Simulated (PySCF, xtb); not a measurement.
C4H4OSe, SMILES C=C1[Se]CC1=O.

GFN2-xTB in xtb at its own geometry gives an orbital gap of 2.08 eV and a dipole moment of 0.91 D.

Geometry: B3LYP-D3(BJ)/def2-SVP. The structure was generated by enumeration, and PubChem lists no compound with its InChIKey, so it may never have been made.

Problem. What does PBE/def2-TZVP in PySCF give? (Estimate from the structure and the level; the computed values follow.)

Solution. gap 2.51 eV (levels -5.56 and -3.05 eV), dipole 1.45 D.
